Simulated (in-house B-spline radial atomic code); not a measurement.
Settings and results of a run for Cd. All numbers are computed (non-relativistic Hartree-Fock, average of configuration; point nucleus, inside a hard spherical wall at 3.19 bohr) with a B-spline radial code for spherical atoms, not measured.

Command:
```bash
python run_scf.py task.json out
```
Settings:
```
Z                48
configuration    [Kr] 4d10 5s1 5d1
hamiltonian      nr
method           hf
spin_polarised   False
wall_radius      3.19
```

Output (hartree, bohr):
```
 radial grid: 43 intervals, B-splines of order 8, outer radius 3.19 bohr

 iter        energy (Eh)    residual
    1       -5461.354611    6.40e-01
    2       -5462.271577    1.47e-01
    3       -5462.619396    3.69e-02
    4       -5462.634561    1.02e-02
    5       -5462.635144    3.78e-03
    6       -5462.635353    3.78e-04
    7       -5462.635358    8.83e-05
    8       -5462.635358    8.30e-06
    9       -5462.635358    8.12e-07
   10       -5462.635358    2.25e-08

 total energy                     -5462.63536
 kinetic                            5471.1564
 electron-nucleus                 -13039.9463
 electron-electron                  2106.1546

 orbital      occ     eigenvalue          <r>       <r^2>       <1/r>       r_max
 1s         2.000      -954.8052    0.0317026  0.00134466     47.4777     0.02099
 2s         2.000      -141.4983     0.137131   0.0221012     10.8415      0.1163
 2p         6.000      -131.5368     0.117331   0.0167546      10.814     0.09133
 3s         2.000       -27.2218     0.369011    0.155481     3.89208      0.3348
 3p         6.000       -23.1081     0.361276    0.151256     3.80095      0.3221
 3d        10.000       -15.5818     0.333665    0.132054     3.64056      0.2665
 4s         2.000        -4.0310     0.920026    0.958472     1.47544      0.8247
 4p         6.000        -2.6424     0.988359     1.11736     1.35707      0.8629
 4d        10.000        -0.3757      1.22358     1.74222      1.0676      0.9867
 5s         1.000         0.3500      1.93668     4.05928    0.659304       2.019
 5d         1.000         1.5810      1.95232     4.31176       0.719       2.302
```

Time taken, with all properties: 0.08 s on 1 thread of Arm Neoverse V2 (shared host).
